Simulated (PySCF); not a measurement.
Species: C8H11 (doublet state).
Geometry (GFN2-xTB, Å), atoms numbered from 1 in this order:
```
atom  x, y, z in Å
C1     2.3876   -0.3493   -0.3405
C2     0.9417   -0.3847   -0.0039
C3    -0.0117   -1.2390   -0.3735
C4    -1.3252   -0.7149    0.1526
C5    -1.6175    0.5685   -0.6661
C6    -0.5001    1.4474   -0.2316
C7     0.2626    0.7134    0.8160
C8    -0.8591   -0.1008    1.4789
H9     2.9898   -0.3604    0.5684
H10    2.6599   -1.2043   -0.9550
H11    2.6264    0.5641   -0.8852
H12    0.0839   -2.1026   -1.0055
H13   -2.1468   -1.4261    0.1934
H14   -1.6335    0.3865   -1.7452
H15   -2.5951    0.9824   -0.3929
H16   -0.0977    2.2494   -0.8206
H17    0.9195    1.3039    1.4494
H18   -1.6120    0.5201    1.9624
H19   -0.4823   -0.8445    2.1798
```

The hyperfine couplings belong to this conformer and change with its torsions.

The species is `CC1=C[C@@H]2C[CH][C@H]1C2` [radical].

Level of theory: UKS B3LYP, pcH-1 on C H, non-relativistic, mean-field spin-orbit, GIAO (PySCF). Isolated species at its GFN2-xTB geometry, gas phase. Couplings are sensitive to structure, and on GFN2-xTB geometries they can be far from those on DFT ones. No stability test was run, so a lower SCF solution isn't excluded.

Principal values of hyperfine tensors in MHz (contact and dipolar terms together), for some of the nuclei:

```json
{"atom": "C6", "isotope": "13C", "A1": "34.07", "A2": "34.45", "A3": "268.71"}
{"atom": "H15", "isotope": "1H", "A1": "92.31", "A2": "94.43", "A3": "107.44"}
{"atom": "H14", "isotope": "1H", "A1": "56.97", "A2": "58.60", "A3": "69.15"}
{"atom": "H16", "isotope": "1H", "A1": "-88.31", "A2": "-51.23", "A3": "-13.35"}
{"atom": "C7", "isotope": "13C", "A1": "-25.81", "A2": "-23.08", "A3": "-20.79"}
{"atom": "C5", "isotope": "13C", "A1": "-22.24", "A2": "-20.50", "A3": "-18.25"}
{"atom": "H17", "isotope": "1H", "A1": "10.40", "A2": "10.98", "A3": "23.33"}
{"atom": "C8", "isotope": "13C", "A1": "3.07", "A2": "4.30", "A3": "12.51"}
```

**Question.** Give the isotropic coupling of each nucleus in MHz and in mT (g = 2.0027), and the anisotropic part.

**Answer.** a_iso = (A1 + A2 + A3)/3, Ti = Ai − a_iso; 1 mT corresponds to 28.030 MHz.

```json
{"atom": "C6", "a_iso (MHz)": "112.41", "a_iso (mT)": "4.010", "T1": "-78.34", "T2": "-77.96", "T3": "156.30"}
{"atom": "H15", "a_iso (MHz)": "98.06", "a_iso (mT)": "3.498", "T1": "-5.75", "T2": "-3.63", "T3": "9.38"}
{"atom": "H14", "a_iso (MHz)": "61.57", "a_iso (mT)": "2.197", "T1": "-4.60", "T2": "-2.97", "T3": "7.58"}
{"atom": "H16", "a_iso (MHz)": "-50.96", "a_iso (mT)": "-1.818", "T1": "-37.35", "T2": "-0.26", "T3": "37.61"}
{"atom": "C7", "a_iso (MHz)": "-23.23", "a_iso (mT)": "-0.829", "T1": "-2.58", "T2": "0.15", "T3": "2.44"}
{"atom": "C5", "a_iso (MHz)": "-20.33", "a_iso (mT)": "-0.725", "T1": "-1.91", "T2": "-0.17", "T3": "2.08"}
{"atom": "H17", "a_iso (MHz)": "14.90", "a_iso (mT)": "0.532", "T1": "-4.50", "T2": "-3.92", "T3": "8.43"}
{"atom": "C8", "a_iso (MHz)": "6.62", "a_iso (mT)": "0.236", "T1": "-3.56", "T2": "-2.33", "T3": "5.88"}
```

**Question.** What spin density at the nucleus of C8 lies behind its contact coupling (g_N = 1.40482)?

**Answer.** a_FC = 800.24 MHz bohr³ × g_N × ρ(0)/(2S). With a_FC = 6.62 MHz and 2S = 1, ρ(0) = 0.005893 bohr⁻³.

**Question.** C2 (13C, g_N = 1.40482) isn't in the table. Its spin density at the nucleus is 0.05277 bohr⁻³. What is its contact coupling?

**Answer.** By the same relation, a_FC = 59.3 MHz. Its full tensor has the principal values 48.55, 57.68, 71.75 MHz.

**Question.** Name the largest traceless tensor T of the table and describe it.

**Answer.** C6: -78.3, -78.0, 156.3 MHz, axial, in the ratio −1:−1:+2, the form that spin in one p orbital centred on that nucleus gives.

**Question.** In a single crystal, with the field along each principal axis of the tensor of H15 in turn, what first-order splitting does this nucleus give (isotropic g, quadrupole terms neglected)?

**Answer.** 2 lines (I = 1/2), spaced by |A_i|/(g × 13.996): 3.29, 3.37, 3.83 mT along the axes of A1, A2 and A3.
